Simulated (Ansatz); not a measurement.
Reaction (ligand exchange at the Si–N bond): `CN([SiH3])B[SiH3]` + `O=C[SiH](O)Cl` → `O=C[SiH](Cl)O[SiH3]` + `CNB[SiH3]`

Computed with Ansatz on PBE0-D4/def2-TZVP structures; ΔE is electronic, products minus reactants. CCSD(T)/CBS adds triple-zeta CCSD(T) − MP2 to the extrapolated MP2 energy (def2 sets, frozen cores). Functionals use def2-TZVPP. B3LYP here is the variant with VWN-RPA as its local correlation; programs differ in this. One conformer a species, not always the lowest.

`CN([SiH3])B[SiH3]`:

Cartesian coordinates in Å:
```
C 0.979 1.772 0.653
N 0.345 0.528 0.223
Si 1.247 -0.924 0.612
B -0.884 0.529 -0.442
Si -1.860 -1.129 -1.086
H 1.957 1.898 0.176
H 1.131 1.781 1.737
H 0.348 2.618 0.382
H 0.506 -2.107 0.121
H 2.589 -0.849 -0.024
H 1.437 -1.001 2.085
H -1.390 1.604 -0.639
H -1.065 -1.912 -2.077
H -3.138 -0.746 -1.749
H -2.203 -2.061 0.029
```

`O=C[SiH](O)Cl`:

```xyz
8

O     0.882   -0.583    1.630
C     0.829   -0.826    0.447
Si   -0.273    0.313   -0.638
O    -0.768    1.495    0.360
Cl   -1.800   -0.878   -1.309
H     1.377   -1.704    0.039
H     0.390    0.890   -1.824
H    -0.638    1.294    1.294
```

`O=C[SiH](Cl)O[SiH3]`:

Z-matrix (Å, degrees):
```
Si
C 1 1.919
O 1 1.608 2 107.3
Cl 1 2.049 2 105.7 3 -119.8
H 1 1.478 2 113.3 3 122.3
O 2 1.207 1 118.8 3 2.7
H 2 1.114 1 121.4 3 -178.8
Si 3 1.654 1 142.8 2 -26.4
H 8 1.481 3 109.6 1 85.8
H 8 1.482 3 110.4 1 -36.6
H 8 1.483 3 106.4 1 -155.6
```

`CNB[SiH3]`:

Cartesian coordinates in Å:
```
C 0.907 -0.522 -1.859
N 0.098 -0.420 -0.664
B 0.227 0.511 0.352
Si -1.015 0.471 1.936
H 1.414 -1.490 -1.914
H 1.661 0.264 -1.845
H 0.299 -0.405 -2.761
H -0.625 -1.122 -0.606
H 1.100 1.329 0.245
H -0.272 0.284 3.216
H -1.786 1.742 2.065
H -2.009 -0.641 1.834
```

**Question.** Is it downhill or uphill in electronic energy at CCSD(T)/CBS, and by how much? (Best estimate.)

**Answer.** Computed: Downhill: ΔE = -17.8 kcal/mol.

**Question.** What do these levels give: r2SCAN-D4, B3LYP-D4, ωB97X-V, ωB97M-V, PBE0, MP2/def2-TZVPP, CCSD/def2-TZVPP, CCSD(T)/def2-TZVPP, HF/def2-QZVPP, MP2/def2-QZVPP, HF/CBS(def2), CCSD/CBS(def2)? (Estimate.)

**Answer.** Ansatz gave: r2SCAN-D4 -18.1, B3LYP-D4 -18.9, ωB97X-V -18.2, ωB97M-V -17.8, PBE0 -17.6, MP2/def2-TZVPP -17.5, CCSD/def2-TZVPP -18.7, CCSD(T)/def2-TZVPP -17.8, HF/def2-QZVPP -23.6, MP2/def2-QZVPP -17.6, HF/CBS(def2) -23.6, CCSD/CBS(def2) -18.7 kcal/mol.

Largest T1 diagnostic among the species: 0.014.

In def2-TZVPP, CCSD(T) changes the Hartree–Fock value by +5.4 kcal/mol (the triples alone add +0.9 kcal/mol) and MP2 by +5.8 kcal/mol. From PBE to PBE0 (25 % exact exchange), in def2-TZVPP and without D4, ΔE moves by −0.8 kcal/mol. The D4 term adds +1.2 kcal/mol with B3LYP and +0.6 kcal/mol with PBE0; it sums over pairs of atoms, weighted by their polarisabilities, and B3LYP, whose exchange is more repulsive, gets the larger term.
